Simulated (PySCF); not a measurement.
C$_{5}$H$_{12}$Si, charge +1, doublet, at a GFN2-xTB geometry (a state made from the parent by changing its charge; the spin is typed, not shown lowest), with bond 18-6 at 1.5 times its length; PBE/STO-3G (PySCF).

Here is a job for PySCF.
```python
from pyscf import gto, scf, dft

mol = gto.Mole()
mol.atom = '''
    C     1.987422   -0.713870    1.210396
    C     1.553478    0.027725    0.235496
    Si   -0.406748    0.150745   -0.166539
    C    -0.620981    1.987580   -0.578787
    C    -1.513069   -0.519044    1.212379
    C    -0.224725   -1.095032   -1.632481
    H     3.028145   -0.665924    1.520543
    H     1.386167   -1.394445    1.791944
    H     2.135374    0.667651   -0.404958
    H    -1.651717    2.189070   -0.861952
    H     0.014013    2.298484   -1.406008
    H    -0.394669    2.630309    0.269362
    H    -1.342685    0.000419    2.153166
    H    -2.564369   -0.382113    0.967239
    H    -1.364171   -1.582592    1.387699
    H     0.454943   -0.722566   -2.392297
    H     0.116083   -2.073103   -1.307946
    H    -1.710736   -1.252148   -2.284671
'''
mol.basis = 'sto-3g'
mol.charge = 1
mol.spin = 1
mol.verbose = 4
mol.build()

mf = dft.UKS(mol)
mf.xc = 'pbe'
mf.kernel()
mo_i, mo_e, stable_i, stable_e = mf.stability(internal=True, external=False, return_status=True, nroots=6, tol=1e-6)
print('internally stable:', stable_i, ' externally stable:', stable_e)
if not stable_i:
    umf = mf.copy()
    umf.scf_summary = {}
    umf.kernel(umf.make_rdm1(mo_i, mf.mo_occ))
```

Problem. What does PySCF print? Leave out banner, timings and long lists.

Solution. 
```
PySCF version 2.14.0

[INPUT] verbose = 4
[INPUT] num. atoms = 18
[INPUT] num. electrons = 55
[INPUT] charge = 1
[INPUT] spin (= nelec alpha-beta = 2S) = 1
[INPUT] symmetry False subgroup None
[INPUT] Mole.unit = angstrom
[INPUT] Symbol           X                Y                Z      unit          X                Y                Z       unit  Magmom
[...]
nuclear repulsion = 294.255758266358
number of shells = 32
number of NR pGTOs = 138
number of NR cGTOs = 46
basis = sto-3g
ecp = {}

******** <class 'pyscf.dft.uks.UKS'> ********
method = UKS
initial guess = minao
damping factor = 0
level_shift factor = 0
DIIS = <class 'pyscf.scf.diis.CDIIS'>
diis_start_cycle = 1
diis_space = 8
diis_damp = 0
SCF conv_tol = 1e-09
SCF conv_tol_grad = None
SCF max_cycles = 50
direct_scf = True
direct_scf_tol = 1e-13
number electrons alpha = 28  beta = 27
XC library pyscf.dft.libxc version 7.1.2
    S. Lehtola, C. Steigemann, M. J. T. Oliveira, and M. A. L. Marques,  SoftwareX 7, 1–5 (2018)
XC functionals = pbe
    J. P. Perdew, K. Burke, and M. Ernzerhof,  Phys. Rev. Lett. 77, 3865 (1996)
    J. P. Perdew, K. Burke, and M. Ernzerhof,  Phys. Rev. Lett. 78, 1396 (1997)
    J. P. Perdew, K. Burke, and M. Ernzerhof,  Phys. Rev. Lett. 77, 3865 (1996)
    J. P. Perdew, K. Burke, and M. Ernzerhof,  Phys. Rev. Lett. 78, 1396 (1997)
radial grids:
    Treutler-Ahlrichs [JCP 102, 346 (1995); DOI:10.1063/1.469408] (M4) radial grids

becke partition: Becke, JCP 88, 2547 (1988); DOI:10.1063/1.454033
pruning grids: <function nwchem_prune>
grids dens level: 3
symmetrized grids: False
atomic radii adjust function: <function treutler_atomic_radii_adjust>
small_rho_cutoff = 0
Set gradient conv threshold to 3.16228e-05
tot grids = 207472
init E= -480.820357666859

cycle= 1 E= -480.692024268341  delta_E= 0.128  |g|= 0.28  |ddm|= 3.51
cycle= 2 E= -480.64443612693  delta_E= 0.0476  |g|= 0.372  |ddm|= 1.05
cycle= 3 E= -480.745869259915  delta_E= -0.101  |g|= 0.0461  |ddm|= 0.682
cycle= 4 E= -480.747748811545  delta_E= -0.00188  |g|= 0.0267  |ddm|= 0.156
cycle= 5 E= -480.748322845766  delta_E= -0.000574  |g|= 0.0153  |ddm|= 0.0833
cycle= 6 E= -480.748519905191  delta_E= -0.000197  |g|= 0.0054  |ddm|= 0.0347
cycle= 7 E= -480.748543813366  delta_E= -2.39e-05  |g|= 0.00193  |ddm|= 0.0133
cycle= 8 E= -480.748546987957  delta_E= -3.17e-06  |g|= 0.00175  |ddm|= 0.00642
cycle= 9 E= -480.748550272459  delta_E= -3.28e-06  |g|= 0.000382  |ddm|= 0.00438
cycle= 10 E= -480.74855058649  delta_E= -3.14e-07  |g|= 0.000178  |ddm|= 0.00166
cycle= 11 E= -480.748550619114  delta_E= -3.26e-08  |g|= 5.79e-05  |ddm|= 0.000503
cycle= 12 E= -480.748550620552  delta_E= -1.44e-09  |g|= 3.84e-05  |ddm|= 0.00018
cycle= 13 E= -480.74855062205  delta_E= -1.5e-09  |g|= 2.13e-05  |ddm|= 0.000136
cycle= 14 E= -480.748550622523  delta_E= -4.74e-10  |g|= 7.49e-06  |ddm|= 5.6e-05
Extra cycle  E= -480.748550622238  delta_E= 2.85e-10  |g|= 1.9e-05  |ddm|= 5.07e-05
converged SCF energy = -480.748550622238  <S^2> = 0.75460807  2S+1 = 2.0046028
uhf_internal: lowest eigs of H = [0.08125311 0.08959079 0.153894   0.2179177  0.22253874 0.22773944]
<class 'pyscf.dft.uks.UKS'> wavefunction is stable in the internal stability analysis
internally stable: True  externally stable: None
```
